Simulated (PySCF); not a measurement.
Screening by computed properties: pick the candidate that meets the target.

Each SMILES stands for a single optimised conformer of the isolated species, non-relativistic unless stated; the electronic structure was computed with PySCF and density fitting.

The conformers computed, where there is a choice (atom-mapped SMILES and torsion angles):
- `[CH3:1][S:2][c:3]1[cH:4][cH:5][nH:6][cH:7]1`: C1–S2–C3–C4 180°
- `[CH3:1][CH2:2][S:3](=[O:4])(=[O:5])[NH:6][S:7]([CH3:8])(=[O:9])=[O:10]`: C1–C2–S3–O4 54°, C2–S3–N6–S7 -79°, S3–N6–S7–C8 -73°
- `[CH3:1][CH2:2][C@H:3]([CH3:4])[n:5]1[cH:6][cH:7][p:8][cH:9]1`: C1–C2–C3–C4 -176°, C2–C3–N5–C6 -119°
- `[CH3:1][CH2:2][CH2:3][PH:4][CH:5]([CH3:6])[CH3:7]`: C1–C2–C3–P4 178°, C2–C3–P4–C5 168°, C3–P4–C5–C6 -161°
- `[CH3:1]/[CH:2]=[N:3]/[CH2:4]/[CH:5]=[N:6]/[CH3:7]`: C2–N3–C4–C5 -119°, N3–C4–C5–N6 133°
- `[CH:1]#[C:2][CH2:3][Si@H:4]([CH3:5])[CH:6]([CH3:7])[CH3:8]`: C2–C3–Si4–C5 63°, C3–Si4–C6–C7 -56°

Task: Wanted: dipole moment below 0.6 D (PBE0/pcSseg-1) and HOMO energy below -6.9 eV (PBE0/pcSseg-1), at GFN2-xTB geometries. Which candidate meets both?
A. `CC[C@H](C)n1ccpc1`
B. `CCS(=O)(=O)NS(C)(=O)=O`
C. `C/C=N/C/C=N/C`
D. `CCCPC(C)C`
E. `CSC1=CNC=C1`

Result: B. Computed values:
```
               species  dipole moment  HOMO energy
CCS(=O)(=O)NS(C)(=O)=O         0.47 D     -8.96 eV
         C/C=N/C/C=N/C         0.72 D     -6.98 eV
             CCCPC(C)C         1.31 D     -6.75 eV
           CSC1=CNC=C1         3.21 D     -5.51 eV
     CC[C@H](C)n1ccpc1         4.02 D     -6.25 eV
```

Task: Wanted: smallest rotational constant between 0.83 GHz and 0.9 GHz (GFN2-xTB) and HOMO–LUMO gap below 7 eV (PBE0/pcSseg-1), at GFN2-xTB geometries. Which candidate meets both?
A. `CC[C@H](C)n1ccpc1`
B. `CCCPC(C)C`
C. `C#CC[Si@H](C)C(C)C`
D. `CCS(=O)(=O)NS(C)(=O)=O`
E. `CSc1cc[nH]c1`

Result: A. Computed values:
| species | smallest rotational constant | HOMO–LUMO gap |
| --- | --- | --- |
| CCS(=O)(=O)NS(C)(=O)=O | 0.712 GHz | 9.60 eV |
| CCCPC(C)C | 0.808 GHz | 7.59 eV |
| CC[C@H](C)n1ccpc1 | 0.859 GHz | 6.21 eV |
| C#CC[Si@H](C)C(C)C | 0.944 GHz | 8.40 eV |
| CSc1cc[nH]c1 | 1.204 GHz | 6.56 eV |
